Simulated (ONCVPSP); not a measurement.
## Building the ONCV potential for C (PBEsol, scalar-relativistic).

* Element: C
* Generator: ONCVPSP 4.0.1
* Type: optimised norm-conserving Vanderbilt (ONCV)
* Functional: PBEsol
* Relativity: scalar-relativistic
* Frozen core: [He]
* Valence charge: 4
* Reference configuration: 2s2 (charge +2)
* Partial waves: 2s: rc 0.90 bohr, ncon 3, nbas 8, qcut 6 1/bohr, 2 projectors, debl 2.2 Ha; p scattering state at 0.11 Ha: rc 0.70 bohr, ncon 5, nbas 8, qcut 12.8 1/bohr, 2 projectors, debl 3.6 Ha; d scattering state at 0.23 Ha: rc 0.75 bohr, ncon 4, nbas 7, qcut 11.7 1/bohr, 1 projector
* Local potential: polynomial inside 0.60 bohr (lpopt 5, dvloc0 3 Ha)
* Core correction: none

In the p channel the program set the typed energies aside and used 0.050, 3.650 Ha.

All-electron outer shells of the reference configuration (PBEsol, scalar-relativistic, ld1.x):

| shell | level (eV) | outermost node (bohr) | outermost maximum (bohr) |
| --- | --- | --- | --- |
| 1s | -307.11 | – | 0.18 |
| 2s | -40.18 | 0.37 | 1.13 |

What the tests gave:

| Quantity | Value |
| --- | --- |
| Cutoffs needed | 22 Ha and 130 Ha (the cutoffs (Ha) at which the residual kinetic energy of the hardest occupied pseudo-wave falls to 1 and 0.1 mHa per electron) |
| Ghost test | no bound ghost flagged; no localised positive-energy state flagged |
| Largest excitation error | +137 meV (all-electron minus pseudo) for 2s1 2p3, out of 4 test configurations |

Generation and tests took about 3.1 s on one core of a shared server CPU.
